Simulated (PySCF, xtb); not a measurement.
SiFH2I, SMILES [SiH2](F)I.

The structure is a stationary point at B3LYP-D3(BJ)/def2-TZVP. The def2 effective core potentials stand for the cores of I; spin–orbit coupling is left out.

Level of theory: PySCF with IEF-PCM-B3LYP/def2-SVP.

The values are the electrostatic part of the solvation free energy, E(continuum) − E(gas) at the gas-phase geometry, in a cavity of scaled van der Waals radii (PySCF's table); cavitation and dispersion terms are not included. In vacuum the orbital gap is 6.96 eV. The dipole moment in vacuum is 1.34 D.

Computed values in water (ε = 78.36), methanol (ε = 32.61), tetrahydrofuran (ε = 7.43):
| solvent | ε | ΔG(elec) (kcal/mol) | dipole (D) | gap (eV) |
|---|---|---|---|---|
| water | 78.36 | -1.7 | 1.70 | 7.08 |
| methanol | 32.61 | -1.6 | 1.69 | 7.08 |
| tetrahydrofuran | 7.43 | -1.4 | 1.63 | 7.06 |

For comparison, GFN2-xTB/ALPB(water) (xtb, at the GFN2-xTB geometry, all terms of that model) gives -0.5 kcal/mol.
